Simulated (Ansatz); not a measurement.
Consider the formal hydrolysis of the Si–Ga bond: `CO[SiH](O)[GaH2]` + H₂O → `CO[SiH](O)O` + `[GaH3]`.

Isolated molecules relaxed with PBE0-D4/def2-TZVP in Ansatz; ΔE leaves out vibrations. CBS: MP2 limit from def2 TZ/QZ plus the TZ coupled-cluster correction, frozen cores. This one scheme is used for every species. Functionals use def2-TZVPP. B3LYP here is the variant with VWN-RPA as its local correlation; programs differ in this. HSE06 is defined as in plane-wave codes. For Ga outer-core shells are correlated without core-valence functions, which leaves a few kJ/mol of doubt a bond. Scalar relativity is left out up to krypton. Each species was taken in one conformer, which may not be the lowest.

```json
{"level": "LDA (SPW92)", "ΔE (kJ/mol)": "-108.9", "difference from CCSD(T)/CBS": "4.9"}
{"level": "PBE-D4", "ΔE (kJ/mol)": "-96.0", "difference from CCSD(T)/CBS": "17.8"}
{"level": "revPBE-D4", "ΔE (kJ/mol)": "-95.7", "difference from CCSD(T)/CBS": "18.1"}
{"level": "BLYP-D4", "ΔE (kJ/mol)": "-106.6", "difference from CCSD(T)/CBS": "7.2"}
{"level": "r2SCAN-D4", "ΔE (kJ/mol)": "-120.0", "difference from CCSD(T)/CBS": "-6.2"}
{"level": "B97M-V", "ΔE (kJ/mol)": "-129.3", "difference from CCSD(T)/CBS": "-15.5"}
{"level": "PBE0-D4", "ΔE (kJ/mol)": "-105.4", "difference from CCSD(T)/CBS": "8.4"}
{"level": "B3LYP-D4", "ΔE (kJ/mol)": "-114.2", "difference from CCSD(T)/CBS": "-0.4"}
{"level": "r2SCAN0-D4", "ΔE (kJ/mol)": "-123.0", "difference from CCSD(T)/CBS": "-9.2"}
{"level": "HSE06-D4", "ΔE (kJ/mol)": "-105.2", "difference from CCSD(T)/CBS": "8.6"}
{"level": "BHLYP-D4", "ΔE (kJ/mol)": "-124.6", "difference from CCSD(T)/CBS": "-10.8"}
{"level": "CAM-B3LYP-D4", "ΔE (kJ/mol)": "-125.3", "difference from CCSD(T)/CBS": "-11.5"}
{"level": "ωB97M-V", "ΔE (kJ/mol)": "-122.6", "difference from CCSD(T)/CBS": "-8.8"}
{"level": "B2PLYP", "ΔE (kJ/mol)": "-123.2", "difference from CCSD(T)/CBS": "-9.4"}
{"level": "PBE-QIDH", "ΔE (kJ/mol)": "-118.9", "difference from CCSD(T)/CBS": "-5.1"}
{"level": "PBE", "ΔE (kJ/mol)": "-99.8", "difference from CCSD(T)/CBS": "14.0"}
{"level": "revPBE", "ΔE (kJ/mol)": "-97.8", "difference from CCSD(T)/CBS": "16.0"}
{"level": "BLYP", "ΔE (kJ/mol)": "-113.1", "difference from CCSD(T)/CBS": "0.7"}
{"level": "r2SCAN", "ΔE (kJ/mol)": "-121.0", "difference from CCSD(T)/CBS": "-7.2"}
{"level": "PBE0", "ΔE (kJ/mol)": "-109.0", "difference from CCSD(T)/CBS": "4.8"}
{"level": "r2SCANh", "ΔE (kJ/mol)": "-122.4", "difference from CCSD(T)/CBS": "-8.6"}
{"level": "r2SCAN0", "ΔE (kJ/mol)": "-124.4", "difference from CCSD(T)/CBS": "-10.6"}
{"level": "HSE06", "ΔE (kJ/mol)": "-108.9", "difference from CCSD(T)/CBS": "4.9"}
{"level": "BHLYP", "ΔE (kJ/mol)": "-132.7", "difference from CCSD(T)/CBS": "-18.9"}
{"level": "CAM-B3LYP", "ΔE (kJ/mol)": "-129.5", "difference from CCSD(T)/CBS": "-15.7"}
{"level": "RPA@PBE/def2-TZVPP", "ΔE (kJ/mol)": "-115.8", "difference from CCSD(T)/CBS": "-2.0"}
{"level": "MP2/def2-SVP", "ΔE (kJ/mol)": "-124.7", "difference from CCSD(T)/CBS": "-10.9"}
{"level": "CCSD/def2-SVP", "ΔE (kJ/mol)": "-120.8", "difference from CCSD(T)/CBS": "-7.0"}
{"level": "CCSD(T)/def2-SVP", "ΔE (kJ/mol)": "-118.2", "difference from CCSD(T)/CBS": "-4.4"}
{"level": "HF/def2-TZVPP", "ΔE (kJ/mol)": "-147.1", "difference from CCSD(T)/CBS": "-33.3"}
{"level": "MP2/def2-TZVPP", "ΔE (kJ/mol)": "-122.4", "difference from CCSD(T)/CBS": "-8.6"}
{"level": "SCS-MP2/def2-TZVPP", "ΔE (kJ/mol)": "-125.6", "difference from CCSD(T)/CBS": "-11.8"}
{"level": "CCSD/def2-TZVPP", "ΔE (kJ/mol)": "-122.0", "difference from CCSD(T)/CBS": "-8.2"}
{"level": "CCSD(T)/def2-TZVPP", "ΔE (kJ/mol)": "-118.5", "difference from CCSD(T)/CBS": "-4.7"}
{"level": "HF/def2-QZVPP", "ΔE (kJ/mol)": "-148.9", "difference from CCSD(T)/CBS": "-35.1"}
{"level": "MP2/def2-QZVPP", "ΔE (kJ/mol)": "-120.3", "difference from CCSD(T)/CBS": "-6.5"}
{"level": "SCS-MP2/def2-QZVPP", "ΔE (kJ/mol)": "-124.1", "difference from CCSD(T)/CBS": "-10.3"}
{"level": "HF/CBS(def2)", "ΔE (kJ/mol)": "-149.2", "difference from CCSD(T)/CBS": "-35.4"}
{"level": "MP2/CBS(def2)", "ΔE (kJ/mol)": "-117.7", "difference from CCSD(T)/CBS": "-3.9"}
{"level": "CCSD/CBS(def2)", "ΔE (kJ/mol)": "-117.3", "difference from CCSD(T)/CBS": "-3.5"}
{"level": "CCSD(T)/CBS", "ΔE (kJ/mol)": "-113.8", "difference from CCSD(T)/CBS": "0"}
```

Largest T1 diagnostic among the species: 0.013.

At CCSD(T), def2-SVP lies −4.4 kJ/mol from the extrapolated value and def2-TZVPP −4.7 kJ/mol. In def2-TZVPP, CCSD(T) changes the Hartree–Fock value by +28.7 kJ/mol (the triples alone add +3.5 kJ/mol) and MP2 by +24.7 kJ/mol.
